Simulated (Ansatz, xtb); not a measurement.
C6H6ClFO: which of two isomers lies lower

Structure a: `C[C@@]1(F)C(=O)C=C[C@H]1Cl`, a singlet. Structure b: `O=C1C=CC[C@](F)(Cl)C1`, a singlet. Both are isolated molecules in the gas phase, relaxed with B3LYP/def2-SVP; the shapes shown needn't be the lowest conformers.

a (Å):

```xyz
15

C    -0.2371   -2.0401   -0.7436
C     0.2172   -0.6953   -0.2129
C     1.3218   -0.0854   -1.1326
C     0.7872    1.1730   -1.6968
C    -0.4154    1.4443   -1.1603
C    -0.8427    0.4332   -0.1329
Cl   -2.5695   -0.0632   -0.4060
F     0.7655   -0.8832    1.0499
O     2.3969   -0.5960   -1.3270
H    -0.9718   -2.4861   -0.0586
H    -0.6991   -1.9423   -1.7364
H     0.6462   -2.6909   -0.8190
H     1.3266    1.7702   -2.4335
H    -1.0459    2.3038   -1.3983
H    -0.8218    0.8527    0.8832
```

b (Å):

```yaml
atoms:
  - { symbol: C, position_ang: [-0.8941, -1.3989, -0.3832] }
  - { symbol: C, position_ang: [-0.7225, -0.2507, 0.5373] }
  - { symbol: C, position_ang: [0.0692, 0.7943, 0.2396] }
  - { symbol: C, position_ang: [0.8625, 0.9050, -1.0353] }
  - { symbol: C, position_ang: [1.0579, -0.4564, -1.6951] }
  - { symbol: C, position_ang: [-0.2191, -1.2763, -1.7545] }
  - { symbol: Cl, position_ang: [1.7501, -0.2360, -3.3623] }
  - { symbol: F, position_ang: [1.9832, -1.1583, -0.9639] }
  - { symbol: O, position_ang: [-1.5697, -2.3652, -0.0996] }
  - { symbol: H, position_ang: [-1.2773, -0.3061, 1.4774] }
  - { symbol: H, position_ang: [0.1533, 1.6282, 0.9444] }
  - { symbol: H, position_ang: [1.8544, 1.3445, -0.8451] }
  - { symbol: H, position_ang: [0.3516, 1.5844, -1.7393] }
  - { symbol: H, position_ang: [-0.9336, -0.7876, -2.4377] }
  - { symbol: H, position_ang: [-0.0138, -2.2819, -2.1462] }
```

Task: Estimate E(b) − E(a) at the level CCSD(T)/def2-SVP + ΔMP2/def2-TZVPP.

Result: Calculated at CCSD(T)/def2-SVP + ΔMP2/def2-TZVPP: E(b) − E(a) = −0.268 eV, so structure b lies lower.

Level by level:

```json
{"level": "GFN2-xTB", "geometry": "GFN2-xTB", "E(b) − E(a) (eV)": "−0.275", "departure from the last row (eV)": "−0.007", "job, with rough time for the two": "optimisation, 0.22 s"}
{"level": "HF/STO-3G", "geometry": "GFN2-xTB", "E(b) − E(a) (eV)": "−0.303", "departure from the last row (eV)": "−0.035", "job, with rough time for the two": "single point, 0.62 s"}
{"level": "r2SCAN-D4/def2-SVP", "geometry": "GFN2-xTB", "E(b) − E(a) (eV)": "−0.378", "departure from the last row (eV)": "−0.110", "job, with rough time for the two": "single point, 6.1 s"}
{"level": "B3LYP/def2-SVP", "geometry": "B3LYP/def2-SVP", "E(b) − E(a) (eV)": "−0.331", "departure from the last row (eV)": "−0.063", "job, with rough time for the two": "optimisation, 97 s"}
{"level": "HF/def2-SVP", "geometry": "B3LYP/def2-SVP", "E(b) − E(a) (eV)": "−0.331", "departure from the last row (eV)": "−0.062", "job, with rough time for the two": "part of the CCSD(T) run"}
{"level": "MP2/def2-SVP", "geometry": "B3LYP/def2-SVP", "E(b) − E(a) (eV)": "−0.330", "departure from the last row (eV)": "−0.062", "job, with rough time for the two": "part of the CCSD(T) run"}
{"level": "CCSD(T)/def2-SVP", "geometry": "B3LYP/def2-SVP", "E(b) − E(a) (eV)": "−0.335", "departure from the last row (eV)": "−0.066", "job, with rough time for the two": "single point"}
{"level": "CCSD(T)/def2-SVP + ΔMP2/def2-TZVPP", "geometry": "B3LYP/def2-SVP", "E(b) − E(a) (eV)": "−0.268", "departure from the last row (eV)": "", "job, with rough time for the two": "single point, 2.9 min"}
```

As drawn, both hold the same kinds of bond in the same numbers. Structure a has 1 methyl group, b 0. Structure a has a 5-membered ring, b a 6-membered ring.

None of the levels shown reverses the order. The largest departure from CCSD(T)/def2-SVP + ΔMP2/def2-TZVPP is that of r2SCAN-D4/def2-SVP, 0.110 eV. The last row adds to CCSD(T) the change of the MP2 difference between the two basis sets, here +0.066 eV.

With thermal terms from frequencies at re-optimised GFN2-xTB minima (ideal gas, soft modes damped towards free rotors, one conformer each, 298.15 K, 1 atm): on the last row, ΔE + ΔZPE = −0.251, ΔH = −0.262, ΔG = −0.246 eV.

The correlated steps freeze 13 core orbitals. Codes used: Ansatz 0.2.0, xtb 6.7.1; the last row on 4 threads of Arm Neoverse V1 on a shared host.
